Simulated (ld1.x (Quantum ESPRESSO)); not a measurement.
# Building the ultrasoft potential for P (PBE, scalar-relativistic).

phosphorus (P), ultrasoft, made with ld1.x (Quantum ESPRESSO) 7.5 (PBE, scalar-relativistic). Core [Ne], reference 3s2 3p2.5 (charge +0.5). Waves: 3s (bound): rcut 1.25, rcutus 1.55 bohr; 3s channel at -0.4 Ry: rcut 1.25, rcutus 1.55 bohr; 3p (bound): rcut 1.50, rcutus 2.52 bohr; 3p channel at -0.15 Ry: rcut 1.50, rcutus 2.52 bohr. Local part: all-electron potential smoothed inside 1.55 bohr (lloc = -1). Core correction: none. Augmentation charge: PSQ, inside the norm-conserving radii.

* Cutoffs needed: 12 Ry and 18 Ry (the cutoffs (Ry, on a coarse ladder) from which the occupation-weighted sum of valence levels, in a spherical-Bessel basis at the reference potential, stays within 10 and 1 mRy of its value at 400 Ry)
* Ghost test: no extra level below or beside the all-electron valence levels (s, p, d, f tested) (spherical-Bessel basis up to 400 Ry, 20 bohr box)
* Largest excitation error: +198 meV (all-electron minus pseudo) for 3s0 3p5, out of 7 test configurations
* Lowest eigenvalue of the overlap operator: 0.46 (s channel)
* Density cutoff estimated by the generator: 129 Ry
